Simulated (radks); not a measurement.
Results of a calculation; reference values are marked as such.
Initial-state core-level shifts of the manganese ion Mn3+ when its valence configuration changes from [Ar] 3d4. Code: a radial shooting solver on a logarithmic mesh with Libxc functionals. Model: non-relativistic Kohn-Sham, PBEsol, spin-polarised, spherical densities, point nucleus; open shells are filled with parallel spins first. Shifts are changes of the shell-averaged eigenvalues in eV (positive: less bound); the change of the density at the nucleus, which sets a Mossbauer isomer shift, is in e/bohr^3, on a base of 1.055e+04.

| valence | 1s | 2s | 2p | 3s | density at nucleus |
|---|---|---|---|---|---|
| 3d3 4p1 | -10.372 | -11.618 | -11.507 | -9.405 | +2.597 |
| 3d3.5 4p0.5 | -5.088 | -5.689 | -5.634 | -4.663 | +1.231 |
| 3d3 4s1 | -9.335 | -10.581 | -10.480 | -8.344 | +12.187 |
| 3d2.5 4s1 4p0.5 | -14.840 | -16.768 | -16.610 | -13.184 | +14.097 |
| 3d3.5 4s0.5 | -4.557 | -5.161 | -5.111 | -4.118 | +5.835 |
| 3d3 4s0.5 4p0.5 | -9.854 | -11.100 | -10.994 | -8.875 | +7.386 |
| 3d2 4p2 | -21.512 | -24.184 | -23.957 | -19.074 | +5.729 |
| 3d2 4s2 | -19.752 | -22.348 | -22.148 | -17.277 | +26.023 |
| 3d2.5 4p1.5 | -15.846 | -17.783 | -17.614 | -14.211 | +4.098 |
